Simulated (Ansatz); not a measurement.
```yaml
crystal:
  periodic: [false, false, false]
  atoms:
    - {symbol: Si, position_ang: [-0.526359, 0.620091, -0.804461]}
    - {symbol: N, position_ang: [0.863230, 0.258777, 0.017613]}
    - {symbol: As, position_ang: [0.914123, -1.071146, 1.372186]}
    - {symbol: H, position_ang: [-1.052876, -0.504828, -1.641668]}
    - {symbol: H, position_ang: [-0.138547, 1.755505, -1.695931]}
    - {symbol: H, position_ang: [-1.572170, 1.032056, 0.069573]}
    - {symbol: H, position_ang: [1.731874, 0.514933, -0.258107]}
    - {symbol: H, position_ang: [-0.227964, -0.597341, 2.186460]}
    - {symbol: H, position_ang: [0.069717, -2.129413, 0.684515]}
basis:
  gaussian: {orbitals: x2c-TZVPPall, nuclear_model: gaussian}
total_charge: 3
magnetization: {spin_polarized: true, initial_magnetization: 1}
hamiltonian: {xc: {name: RPBE}}
output: {forces: true}
```

```sh
$ ansatz run in.yaml --threads 2 --pin off --events-out ev --progress --plain --max-ram 4352MiB
```

Output, abridged:

```
Functional definition: RPBE
1198 factors; their error is unknown
mean field evaluation 1: about -70905.4268 eV, gradient 1.1e2 eV
mean field evaluation 2: about -70668.5637 eV, gradient 1.5e2 eV
mean field evaluation 4: about -70882.7118 eV, gradient 8.0e1 eV
mean field evaluation 8: about -70946.5772 eV, gradient 2.2e1 eV
mean field evaluation 16: about -70953.0672 eV, gradient 9.6e-3 eV
mean field evaluation 128: about -70952.9905 eV, gradient 6.8e-3 eV
mean field -70953.03036970 eV, -2607.4757723950 hartree, gradient 2.1e-5 eV, S^2 1.427306; 8 other end points of the search recorded, 0 dependent functions left out
reference -70953.03041282 eV, -2607.4757739799 hartree; 29, 28 occupied and 176, 177 virtual orbitals, 1198 factors
Total energy: -70953.03041282 eV, -2607.4757739799 hartree
Relativity: scalar
Atom 0 at    -0.526359     0.620091    -0.804461 Å, force    -2.203908    -0.678407    -1.191048 eV/Å
Atom 1 at     0.863230     0.258777     0.017613 Å, force    -0.707072    -1.842859     2.230607 eV/Å
Atom 2 at     0.914123    -1.071146     1.372186 Å, force    -0.756549    -0.603915    -0.003880 eV/Å
Atom 3 at    -1.052876    -0.504828    -1.641668 Å, force    -0.114028    -0.905022    -0.870483 eV/Å
Atom 4 at    -0.138547     1.755505    -1.695931 Å, force     0.584408     1.979927    -1.561741 eV/Å
Atom 5 at    -1.572170     1.032056     0.069573 Å, force    -1.670325     1.014495     1.510912 eV/Å
Atom 6 at     1.731874     0.514933    -0.258107 Å, force     4.549199     1.612049    -1.436041 eV/Å
Atom 7 at    -0.227964    -0.597341     2.186460 Å, force    -0.319844     0.854408     1.833939 eV/Å
Atom 8 at     0.069717    -2.129413     0.684515 Å, force     0.638119    -1.430677    -0.512265 eV/Å
Dipole moment:    -0.643500     0.718308    -1.045530 e Å
```

Q: Something in this input is off. What?

A: The charge is far from anything that the molecule holds. The calculation finished and met its thresholds. The result belongs to that input, not to the molecule as meant.
